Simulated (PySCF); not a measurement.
Br4Sn, singlet, geometry from GFN2-xTB (such geometries of metal compounds can be far from the true shape) (all electrons, no relativity).

Here is a job for PySCF.
```python
from pyscf import gto, scf

mol = gto.Mole()
mol.atom = '''
    Br   -0.91186099    2.25519566   -0.77092607
    Sn   -0.00000000    0.00000000    0.00000000
    Br   -1.75646102   -1.80817005   -0.39634669
    Br    0.55773232    0.11338300    2.48752968
    Br    2.11058968   -0.56040861   -1.32025692
'''
mol.basis = 'sto-3g'
mol.verbose = 4
mol.build()

mf = scf.RHF(mol)
mf.kernel()
mf.analyze()
```

**Question.** What does this run give for the number of basis functions, HOMO energy, total energy, nuclear repulsion energy, dipole moment?

**Answer.** 
```
Quantity                              Value
-------------------------  ----------------
number of basis functions                99
HOMO energy                        -8.98 eV
total energy               -16142.229822 Ha
nuclear repulsion energy       2384.9888 Eh
dipole moment                        0.00 D
```
